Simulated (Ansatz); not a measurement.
Ansatz (a program for electronic structure) input:
A basis named .json is the Basis Set Exchange file of that set.

Ansatz 0.2 input:
```yaml
crystal:
  periodic: [false, false, false]
  atoms:
    - {symbol: B, position_ang: [-0.35832591, -0.06983585, 0.03930987]}
    - {symbol: Cl, position_ang: [0.26645090, 1.56418242, 0.25377053]}
    - {symbol: Cl, position_ang: [0.76869642, -1.36243762, -0.36733058]}
    - {symbol: C, position_ang: [-1.83546359, -0.35772227, 0.20135815]}
    - {symbol: H, position_ang: [-2.54855160, 0.41866886, 0.45088797]}
    - {symbol: H, position_ang: [-2.24454178, -1.35281772, 0.07493473]}
basis:
  gaussian:
    orbitals: aug-cc-pV_D+d_Z.json
magnetization: {spin_polarized: true, initial_magnetization: 1}
correlation: {method: ccsd_t, electrons: outside_noble_gas}
output: {forces: true}
```

Question: Which total energy does the run end on?

Answer: -983.36017 Eh (CCSD(T)/aug-cc-pV(D+d)Z). The basis has 128 functions.

It need not be the lowest isomer of its formula.
